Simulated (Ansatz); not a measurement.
Ge(NH2)2 (GeN₂H₄). Charge 0, multiplicity 1. Geometry r2SCAN-D4/def2-TZVP, basis def2-TZVP, Ansatz.

```
run  HOMO (eV)  LUMO (eV)
  A      -6.64      -0.81
  B      -7.84       0.24
  C      -6.36      -0.97
  D      -5.38      -1.24
  E      -5.85      -1.26
  F      -6.83      -0.59
```

B3LYP takes the VWN-RPA correlation.

**Question.** The runs used B3LYP, BHLYP, BLYP, PBE0, r2SCAN, r2SCANh. Estimate which is which.

**Answer.** A B3LYP (20 % exact exchange); B BHLYP (50 % exact exchange); C r2SCANh (10 % exact exchange); D BLYP (0 % exact exchange); E r2SCAN (0 % exact exchange); F PBE0 (25 % exact exchange). Exact exchange lowers occupied and raises empty levels; among semilocal functionals meta-GGAs tend to open the gap a little, and such runs are hard to tell apart. The gap grows from 4.14 eV (BLYP) to 8.08 eV (BHLYP).
